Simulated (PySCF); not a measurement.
C3H7NSi, SMILES CC1=NC[SiH2]1.

The structure is a stationary point at PBE0-D3(BJ)/def2-SVP. The structure was generated by enumeration, and PubChem lists no compound with its InChIKey, so it may never have been made.

Computed with PySCF with TDA-M06-2X/def2-SVPD.

Vertical excitations.  State labels are in the subgroup Cs.

Computed excitation energies, oscillator strengths and character:
| state | symmetry | energy (eV) | λ (nm) | f | main pairs |
|---|---|---|---|---|---|
| S1 | A" | 4.24 | 293 | 0.000 | HOMO→LUMO 96 % |
| S2 | A' | 5.67 | 219 | 0.002 | HOMO→LUMO+1 94 % |
| S3 | A" | 6.46 | 192 | 0.001 | HOMO−2→LUMO 96 % |
| S4 | A' | 6.52 | 190 | 0.013 | HOMO→LUMO+2 70 %, HOMO→LUMO+3 27 % |
| S5 | A' | 7.02 | 177 | 0.026 | HOMO→LUMO+3 62 %, HOMO→LUMO+2 25 % |
| S6 | A" | 7.38 | 168 | 0.001 | HOMO−1→LUMO+1 92 % |
| S7 | A' | 7.46 | 166 | 0.072 | HOMO−1→LUMO 66 %, HOMO→LUMO+4 14 % |
| S8 | A' | 7.68 | 161 | 0.120 | HOMO−2→LUMO+1 72 % |
| S9 | A' | 7.83 | 158 | 0.044 | HOMO→LUMO+4 45 %, HOMO→LUMO+5 20 %, HOMO−2→LUMO+1 12 %, HOMO−2→LUMO+3 8 % |
| S10 | A" | 7.98 | 155 | 0.010 | HOMO→LUMO+6 45 %, HOMO→LUMO+7 33 %, HOMO−1→LUMO+2 7 % |
| T1 | A" | 3.52 | 352 | 0 | HOMO→LUMO 95 % |
| T2 | A' | 4.93 | 251 | 0 | HOMO−1→LUMO 92 % |
| T3 | A' | 5.48 | 226 | 0 | HOMO→LUMO+1 92 % |
| T4 | A" | 6.19 | 200 | 0 | HOMO−2→LUMO 96 % |
Triplets are in the Tamm–Dancoff approximation.
